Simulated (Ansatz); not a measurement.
Coupled-cluster diagnostics for Li5Sn⁻, Ansatz.

Geometry of the singlet (r2SCAN-D4/def2-TZVPD):

Cartesian coordinates in Å:
```
Li 0.6195 -2.7208 1.5142
Li -1.3452 -0.7059 -0.3968
Li -0.2963 1.3815 -2.6493
Li -0.0801 0.2386 2.0165
Li 1.5321 -0.0225 -0.3629
Sn -0.4299 1.8291 -0.1217
```

In the def2 sets Sn takes a core potential; there is no spin–orbit coupling. Correlated methods freeze 4 core orbitals; core or outer-core shells of Li, Sn are correlated, in sets that lack core-valence functions. Another isomer (singlet) lies 0.40 eV lower at PBE0-D4/def2-TZVPD; other spin states weren't run for this one.

(1) Estimate the CCSD(T) correlation energy, the shares of MP2 and (T), T1 and the reference's ⟨S²⟩ for: charge -1, singlet, own geometry in def2-TZVPPD; and the rough time on 4 threads of Arm Neoverse V1 on a shared host.

Results:

(1) 
```json
{"state": "charge -1, singlet, own geometry", "basis": "def2-TZVPPD", "correlation (eV)": "-16.880", "MP2 share (%)": "93.4", "(T) share (%)": "4.5", "T1": "0.017", "⟨S²⟩ (pure)": "0.00 (0.00)", "wall time": "37 s", "remarks": "restricted SCF unstable"}
```
Customary marks for T1 are 0.02 (closed shells), 0.045 (open shells) and about 0.05 (3d metals). T1 stays under 0.02 throughout.
